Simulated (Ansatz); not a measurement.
Consider the redistribution: `C=C[Se][Si](F)(F)F` + `[CH3][Sn]([CH3])([CH3])[Br]` → `C=C[Se][Sn]([CH3])([CH3])[CH3]` + `F[Si](F)(F)Br`.

Computed with Ansatz on PBE0-D4/def2-TZVP structures; ΔE is electronic, products minus reactants. CCSD(T)/CBS adds triple-zeta CCSD(T) − MP2 to the extrapolated MP2 energy (def2 sets, frozen cores). Functionals use def2-TZVPP. B3LYP here is the variant with VWN-RPA as its local correlation; programs differ in this. def2 core potentials past Kr. For Br, Se, Sn outer-core shells are correlated without core-valence functions, which leaves a few kJ/mol of doubt a bond. Scalar relativity is left out up to krypton. One conformer a species, not always the lowest.

```json
{"level": "PBE-D4", "ΔE (kcal/mol)": "2.3"}
{"level": "B3LYP-D4", "ΔE (kcal/mol)": "2.7"}
{"level": "B2PLYP", "ΔE (kcal/mol)": "2.3"}
{"level": "PBE0", "ΔE (kcal/mol)": "2.8"}
{"level": "B3LYP", "ΔE (kcal/mol)": "3.1"}
{"level": "CCSD/def2-TZVPP", "ΔE (kcal/mol)": "1.9"}
{"level": "SCS-MP2/def2-QZVPP", "ΔE (kcal/mol)": "1.2"}
{"level": "MP2/CBS(def2)", "ΔE (kcal/mol)": "0.5"}
```

(1) What does CCSD(T)/CBS give? (Best estimate.)

Largest T1 diagnostic among the species: 0.011.

## Answers

(1) Ansatz gave: +1.5 kcal/mol. The listed levels differ from it by 0.8, 1.2, 0.8, 1.3, 1.6, 0.4, -0.3, -1.0 kcal/mol.

In def2-TZVPP, CCSD(T) changes the Hartree–Fock value by −2.8 kcal/mol (the triples alone add −0.4 kcal/mol) and MP2 by −3.8 kcal/mol.
